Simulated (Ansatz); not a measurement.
Consider the ligand exchange at a Mo–O bond: `[O]=[Mo](=[O])([OH])[F]` + HCl → `[O]=[Mo](=[O])([F])[Cl]` + H₂O.

Computed with Ansatz on PBE0-D4/def2-TZVP structures; ΔE is electronic, products minus reactants. CCSD(T)/CBS adds triple-zeta CCSD(T) − MP2 to the extrapolated MP2 energy (def2 sets, frozen cores). This one scheme is used for every species. DFT in def2-TZVPP. B3LYP here is the variant with VWN-RPA as its local correlation; programs differ in this. def2 core potentials past Kr. For Mo outer-core shells are correlated without core-valence functions, which leaves a few kJ/mol of doubt a bond. Each species was taken in one conformer, which may not be the lowest.

CCSD(T)/CBS gives -0.34 eV.

(1) Another level gave -0.21 eV. Which?
A. B3LYP-D4/def2-TZVPP
B. SCS-MP2/def2-TZVPP
C. BLYP/def2-TZVPP
D. PBE-QIDH/def2-TZVPP

Largest T1 diagnostic among the species: 0.025, so the coupled-cluster value is less sure than usual.

Answers

(1) C. BLYP -0.21, B3LYP-D4 -0.25, PBE-QIDH -0.35, SCS-MP2/def2-TZVPP -0.40 eV.

In def2-TZVPP, CCSD(T) changes the Hartree–Fock value by −0.08 eV (the triples alone add −0.03 eV) and MP2 by −0.26 eV. At CCSD(T), def2-SVP lies +0.16 eV from the extrapolated value and def2-TZVPP +0.06 eV.
